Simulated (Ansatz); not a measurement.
`C[O][Ti]([F])([Cl])[SeH]`. Charge 0, multiplicity 1. Correlated methods include outer-core shells of Se, Ti, which these sets cover unevenly. Scalar relativity is left out up to krypton.

```xyz
10

C    -0.9258   -0.3415   -1.7528
O    -0.3466   -0.0447   -0.5186
Ti    0.1739    0.3140    1.0876
F    -0.1500    1.9770    1.5447
Cl   -0.7815   -1.0458    2.5303
Se    2.5583   -0.0730    0.9904
H    -1.5852   -1.2067   -1.6504
H    -1.5008    0.5169   -2.1080
H    -0.1380   -0.5713   -2.4742
H     2.6958    0.4749    2.3510
```

(1) Give the diagnostics of a CCSD(T)/def2-TZVPP run (frozen core, the Gaussian-basis code of Ansatz). (An estimate is asked.)

Results:

(1) The calculation gave: T1 = 0.0229, largest single amplitude 0.050, largest double 0.032, (T) share of the correlation energy 4.8 %, 15 CCSD cycles. The RHF solution is stable towards an unrestricted one. T1 lies over the customary mark of 0.02 for closed shells; compounds of d metals often pass it without a breakdown.
